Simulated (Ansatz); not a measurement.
Abridged output of a molecular run in Ansatz:

```
Functional definition: HF
1209 factors; integrals over basis functions are off by at most 1.5e-3 eV
mean field evaluation 1: about -14959.3202 eV, gradient 3.7e1 eV
mean field evaluation 2: about -14959.5262 eV, gradient 3.7e1 eV
mean field evaluation 4: about -14962.5127 eV, gradient 5.0e0 eV
mean field evaluation 8: about -14962.5768 eV, gradient 2.0e-1 eV
mean field -14962.57703064 eV, -549.8645638771 hartree, gradient 2.9e-6 eV, S^2 0.000000; 0 other end points of the search recorded, 0 dependent functions left out; unrestricted orbitals would lower it
8 core orbitals not correlated: weight in the atoms' cores, before any rotation towards them, 1.000 or more for the frozen orbitals, at most 0.000 for the correlated occupied ones
reference -14962.57703064 eV, -549.8645638771 hartree; 23, 23 occupied and 91, 91 virtual orbitals, 1209 factors
second order -33.61670899 eV of doubles, -0.00000000 eV of singles
cycle   1  -33.62760991 eV  change   -1.1e-2 eV  update   1.3e-1
cycle   2  -34.36524409 eV  change   -7.4e-1 eV  update   4.4e-2
cycle   3  -34.59393652 eV  change   -2.3e-1 eV  update   2.2e-2
cycle   4  -34.59017411 eV  change    3.8e-3 eV  update   5.2e-3
cycle   5  -34.58503700 eV  change    5.1e-3 eV  update   2.2e-3
cycle   6  -34.58601009 eV  change   -9.7e-4 eV  update   7.3e-4
cycle   7  -34.58619371 eV  change   -1.8e-4 eV  update   2.8e-4
cycle   8  -34.58592491 eV  change    2.7e-4 eV  update   1.1e-4
cycle   9  -34.58588789 eV  change    3.7e-5 eV  update   5.3e-5
perturbative correction -0.93726208 eV, -0.0344437460 hartree
Total energy: -14998.10018060 eV, -551.1700155598 hartree
```

Its atoms:

Cartesian coordinates in Å:
```
F 1.047 2.612 -0.981
C 1.105 1.388 -0.473
C 0.005 0.669 -0.275
F -1.197 1.157 -0.582
C -0.005 -0.669 0.275
F 1.197 -1.157 0.582
C -1.105 -1.388 0.473
F -1.047 -2.612 0.981
H 2.097 1.030 -0.238
H -2.097 -1.030 0.237
```

**Question.** Which basis set was used?
A. def2-QZVPP
B. def2-TZVPP
C. def2-SVPD
D. def2-SVP

**Answer.** D. It gives 122 functions.

**Question.** Write the keys of the input that set method, charge and spin (a neutral closed shell needs none for the last two).

**Answer.** 
```yaml
correlation: {method: ccsd_t}
```
